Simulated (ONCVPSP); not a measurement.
**magnesium (Mg), ONCV: configuration errors across variants**

```json
{
  "Element": "Mg (Z = 12)",
  "Generator": "ONCVPSP 4.0.1",
  "Type": "optimised norm-conserving Vanderbilt (ONCV)",
  "Functional": "PBE",
  "Relativity": "scalar-relativistic",
  "Frozen core": "[He] 2s2",
  "Valence charge": "8",
  "Reference configuration": "2p6 3s1.75 3p0.25",
  "Partial waves": "3s: rc 2.65 bohr, ncon 4, nbas 7, qcut 2 1/bohr, 2 projectors, debl 2.3 Ha; 2p+3p: rc 1.10 bohr, ncon 3, nbas 8, qcut 12 1/bohr, 2 projectors",
  "Local potential": "polynomial inside 0.95 bohr (lpopt 3, dvloc0 4 Ha)",
  "Core correction": "Teter function, fcfact 2, rcfact 1.5"
}
```

All-electron excitation energies from the reference (eV): (1) 2p6 3s2 3p0 -0.851; (2) 2p6 3s1 3p0 7.109; (3) 2p6 3s1 3p1 2.640.

Errors AE − PS in meV (a dash: test not solved or not reliable):

```json
{"change": "base", "(1)": "-0.2", "(2)": "-0.9", "(3)": "-2.1", "bound ghosts": "none", "GHOST(+) flags above zero": "s"}
{"change": "s: qcut 1.2", "(1)": "-0.3", "(2)": "-2.4", "(3)": "-3.2", "bound ghosts": "none", "GHOST(+) flags above zero": "s"}
{"change": "s: qcut 1.5", "(1)": "-0.3", "(2)": "-2.2", "(3)": "-3.0", "bound ghosts": "none", "GHOST(+) flags above zero": "s"}
{"change": "s: qcut 1.8", "(1)": "-0.2", "(2)": "-1.6", "(3)": "-2.6", "bound ghosts": "none", "GHOST(+) flags above zero": "s"}
{"change": "s: qcut 2.1", "(1)": "-0.1", "(2)": "-0.6", "(3)": "-1.9", "bound ghosts": "none", "GHOST(+) flags above zero": "s"}
{"change": "s: qcut 2.4", "(1)": "-0.1", "(2)": "+0.4", "(3)": "-1.2", "bound ghosts": "none", "GHOST(+) flags above zero": "s"}
{"change": "s: qcut 2.5", "(1)": "0.0", "(2)": "+0.7", "(3)": "-0.9", "bound ghosts": "none", "GHOST(+) flags above zero": "s"}
{"change": "s: qcut 2.7", "(1)": "0.0", "(2)": "+1.3", "(3)": "-0.5", "bound ghosts": "none", "GHOST(+) flags above zero": "s"}
{"change": "s: qcut 3", "(1)": "0.0", "(2)": "+1.9", "(3)": "0.0", "bound ghosts": "none", "GHOST(+) flags above zero": "s"}
```

(1) Give the same row for: s: qcut 1.7.

## Answers

(1) -0.2, -1.8, -2.7; bound ghosts: none; GHOST(+) flags above zero: s.
